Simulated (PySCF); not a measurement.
## Working out the ionisation energy of Se⁺

Se⁺ [Ar] 3d10 4s2 4p3 (4S) → Se²⁺ [Ar] 3d10 4s2 4p2 (3P). All numbers are calculated (PySCF 2.14, scalar relativity by spin-free X2C-1e, in Sapporo-DKH3-DZP-2012 (6s5p3d1f, 43 functions)). Frozen: [Ar] 3d10. Energies in hartree (1 hartree = 27.21139 eV):

```tsv
part	Se⁺ (lower)	Se²⁺ (upper)
UHF	-2427.698462	-2426.930627
CCSD correlation	-0.073173	-0.060588
(T)	-0.000830	-0.000642
```

What does Hartree-Fock give?

(-2426.930627) − (-2427.698462) = 0.767835 hartree = 20.894 eV.

What do CCSD and CCSD(T) give?

The CCSD correlation energies differ by 0.012585 hartree = 0.342 eV and the triples by 0.000188 hartree = 0.005 eV, so CCSD gives 21.236 eV and CCSD(T) 21.241 eV.

Reference: 21.196 ± 0.01 eV (measured; NIST Atomic Spectra Database, ionization energies), between the lowest levels; spin-orbit coupling is absent from the calculation.

A double-zeta basis recovers only part of the correlation energy.

What remains against the reference includes basis incompleteness, the frozen core and higher excitations.
